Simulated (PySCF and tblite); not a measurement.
The numbers below are computed, except where a source is named.
System: C6H9Si (charge +1), numbered as in [SiH3:1][CH:2]1[CH:3]=[CH:4][CH+:5][CH:6]=[CH:7]1.

For the shift of H on C2 from C2 to C3: electronic barrier 26.43 kcal/mol, zero-point change -2.69 kcal/mol, thermal and entropy terms at 298.15 K a further 0.08 kcal/mol (symmetry numbers apart). The minimum is Cs, the saddle C1. Level: B3LYP/pcSseg-1 + D3(BJ) on PBE0-D3(BJ)/def2-SVP stationary points, with GFN2-xTB thermal terms. Rates follow Eyring's equation with the number of equivalent paths and no tunnelling. Programs: tblite and PySCF.

Task: How many equivalent paths lead out of the minimum?

Result: 2: the symmetry number of the minimum is 1, that of the saddle displaced along its mode 1, and the displaced saddle is chiral while the minimum is not, which doubles the count.

Task: Work out the rate at 298.15 K.

Result: ΔG‡ = 23.82 kcal/mol; k_B T/h = 6.2×10¹² s⁻¹; exp(−ΔG‡/RT) = 3.5×10⁻¹⁸; times 2 gives k = 4.3×10⁻⁵ s⁻¹. Wigner's tunnelling factor for the 519i cm⁻¹ mode would be 1.26.

The ion is treated without a counter-ion.
